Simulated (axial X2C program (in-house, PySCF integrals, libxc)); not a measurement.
## Worked dissociation energy of SrCl⁺: PBE0, scalar-relativistic

Calculated with an axial X2C code built on PySCF integrals. Spin-free means the one-electron spin-free X2C Hamiltonian. Basis: Sr dyall-cv3z [13s12p8d5f1g], Cl dyall-av3z [9s8p3d2f] (cores contracted in-house); Gaussian nuclei, density fitting, unrestricted open shells. Masses: Sr 87.906 u, Cl 34.969 u.

Molecular state: M_S = 0, Λ = 0 (closed shell).

```
E(Sr+) (2M_S = 1, M_L = 0) : -3178.769305 hartree
E(Cl) (2M_S = 1, M_L = 0)  : -461.434162 hartree
E(SrCl⁺) at Re             : -3640.365502 hartree
ωe                         : 370.8 cm⁻¹
ωexe                       : 0.937 cm⁻¹
```

(1) Work out De and D0.

Occupations by symmetry block were frozen at the best pattern of an incomplete PBE0 search. Closed shells are restricted here (equal orbitals for both partners); the stretched side of such a curve lies too high. De is counted from the lowest determinant-based energies of the atoms at the same level, without counterpoise correction.

Each atomic determinant is the lowest at this level and need not be a pure term. Totals compare only within one Hamiltonian and basis.

Results:

(1) De = -3178.769305 + (-461.434162) − (-3640.365502) = 0.16203 hartree = 4.409 eV. The zero-point energy is ωe/2 − ωexe/4 = 185 cm⁻¹ = 0.023 eV, so D0 = 4.386 eV.
